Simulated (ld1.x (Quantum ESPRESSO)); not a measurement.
Transferability test, RRKJ potential for ytterbium

* Element: ytterbium (Yb)
* Generator: ld1.x (Quantum ESPRESSO) 7.5
* Type: norm-conserving RRKJ (Kleinman–Bylander form)
* Functional: LDA (PZ)
* Relativity: scalar-relativistic
* Frozen core: [Kr] 4d10
* Valence charge: 24
* Reference configuration: 4f13.5 5s2 5p6 5d0.5 6s2 6p0
* Partial waves: 5s (bound): rc 1.70 bohr; 5p (bound): rc 1.60 bohr; 5d (bound): rc 2.75 bohr; 4f (bound): rc 0.60 bohr
* Local potential: all-electron potential smoothed inside 1.25 bohr (lloc = -2)
* Core correction: none
* rho0: 0.001

Occupied shells without a wave of their own: 6s. They enter only through the test configuration that unscreens the potential.

Energies are relative to the spin-unpolarised reference configuration 4f13.5 5s2 5p6 5d0.5 6s2 6p0; without spin polarisation the order of configurations can differ from experiment. Spin-polarised rows fill each open shell by Hund’s rule, majority spin first. Not all tests gave a result: 2 of 9 tests not solved or not reliable. Left out of the table: 4f14 5s2 5p6 5d1 6s1 6p0 (solver errors, printed error -6585 eV); 4f14 5s2 5p6 5d1 6s0 6p0 (solver errors, printed error -209 meV). The frozen-core shift is the all-electron ΔE with the core orbitals held at their reference shape minus the fully relaxed ΔE.

```csv
valence configuration,charge,ΔE all-electron (eV),error AE − PS (meV),frozen-core shift (meV)
4f14 5s2 5p6 5d0 6s2 6p0,0,-1.864,-57,+38
4f14 5s2 5p6 5d0 6s1 6p0,+1,4.896,-168,+43
4f14 5s2 5p6 5d0 6s0 6p0,+2,17.357,-351,+53
4f14 5s2 5p6 5d0 6s0 6p2,0,4.457,-223,+44
4f14 5s1 5p6 5d0 6s2 6p0,+1,59.455,-182,+112
4f13.5 5s2 5p6 5d0.5 6s2 6p0 (spin-polarised),0,-0.078,+52,+0.1
4f14 5s2 5p6 5d0 6s1 6p0 (spin-polarised),+1,4.711,-169,+43
```

Levels in the configuration 4f14 5s2 5p6 5d0 6s2 6p0:

```json
{"level": "4f", "all-electron (eV)": "-3.239", "pseudo (eV)": "-3.146"}
{"level": "5s", "all-electron (eV)": "-55.093", "pseudo (eV)": "-55.169"}
{"level": "5p", "all-electron (eV)": "-27.578", "pseudo (eV)": "-27.665"}
{"level": "6s", "all-electron (eV)": "-4.084", "pseudo (eV)": "-4.164"}
```

The 6s level has no wave, so the channel is fitted at the deeper level alone: the likely source of the large errors.

A Bessel basis up to 400 Ry misses an occupied level by 0.14 Ry, so cutoffs and ghosts were not judged.
